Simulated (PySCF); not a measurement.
A side-by-side comparison of computed properties.

First species: C₄H₄F₃P.
SMILES: `C/C=P\C(F)=C(F)F`

Second species: C4H9ClSi.
InChI=1S/C4H9ClSi/c1-4(2-5)3-6/h1-3H2,6H3

Levels: CAM-B3LYP/def2-SVPD for dipole moment, HOMO energy, LUMO energy, HOMO–LUMO gap, static isotropic polarisability and electronic spatial extent ⟨r²⟩ about the centre of nuclear charge; TDDFT CAM-B3LYP/def2-SVPD for lowest singlet excitation; TDA CAM-B3LYP/def2-SVPD for lowest triplet excitation (Tamm–Dancoff); GFN2-xTB for rotational constant A and rotational constant C. Geometries: GFN2-xTB. Each structure is a single optimised conformer of the isolated species, non-relativistic unless stated. Electronic properties by PySCF.

Dipoles, sizes and rotational constants follow the conformer. The torsions of the flexible species, by atom-mapped SMILES:
- `[CH3:1]/[CH:2]=[P:3]\[C:4]([F:5])=[C:6]([F:7])[F:8]`: C2–P3–C4–F5 -55°
- `[CH2:1]=[C:2]([CH2:3][SiH3:4])[CH2:5][Cl:6]`: C1–C2–C3–Si4 -96°, C1–C2–C5–Cl6 -110°

**Question.** Which of the two has the higher static isotropic polarisability, and by how much?

**Answer.** The second: 90.3 au against 78.7 au, a difference of 11.6 au.

**Question.** Which of the two has the higher HOMO energy, and by how much?

**Answer.** The first: -8.46 eV against -8.66 eV, a difference of 0.20 eV.

**Question.** Which of the two has the higher rotational constant C, and by how much?

**Answer.** The second: 1.004 GHz against 0.918 GHz, a difference of 0.086 GHz.

**Question.** Which of the two has the higher rotational constant A, and by how much?

**Answer.** The second: 3.526 GHz against 2.780 GHz, a difference of 0.746 GHz.

**Question.** Which of the two has the higher HOMO–LUMO gap, and by how much?

**Answer.** The second: 9.18 eV against 7.53 eV, a difference of 1.65 eV.

**Question.** Which of the two has the higher LUMO energy, and by how much?

**Answer.** The second: 0.52 eV against -0.93 eV, a difference of 1.45 eV.

**Question.** Which of the two has the higher T1 energy, and by how much?

**Answer.** The second: 4.11 eV against 2.64 eV, a difference of 1.47 eV.

**Question.** Which of the two has the higher dipole moment, and by how much?

**Answer.** The first: 2.20 D against 1.66 D, a difference of 0.54 D.

On the first: In wavenumbers S1 is 36300 cm⁻¹ (1 eV = 8065.54 cm⁻¹).

On the second: S1 lies 2.74 eV below the HOMO–LUMO gap; its leading configuration is HOMO→LUMO, weight 0.93.
